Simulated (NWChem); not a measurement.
C4H4BF; SMILES C1=CB(F)C=C1

```xyz
10

F      0.0000     0.0000    -2.1113
B      0.0000     0.0000    -0.7915
C      0.0000    -1.2691     0.1525
C      0.0000    -0.7539     1.3942
C      0.0000     0.7539     1.3942
C      0.0000     1.2691     0.1525
H      0.0000    -2.3363    -0.0724
H      0.0000    -1.3239     2.3292
H      0.0000     1.3239     2.3292
H      0.0000     2.3363    -0.0724
```
Atoms are numbered in this order, from 1.

The geometry was optimised at PBE0/def2-SVP.

Q: Give the principal values of the shielding tensors (ppm) of F1, B2, C3, C4 from PBE/pcSseg-1, GIAO (NWChem), with their diamagnetic and paramagnetic parts as GIAO splits them.

A: 
```
atom     σ11   σ22    σ33  isotropic  diamagnetic  paramagnetic
----  ------  ----  -----  ---------  -----------  ------------
F1      29.3  43.2  454.6      175.7        471.0        -295.3
B2      16.2  55.9   57.9       43.4        189.1        -145.8
C3     -64.0  63.1  162.7       53.9        255.1        -201.1
C4    -117.0  28.9  128.7       13.5        254.0        -240.5
```
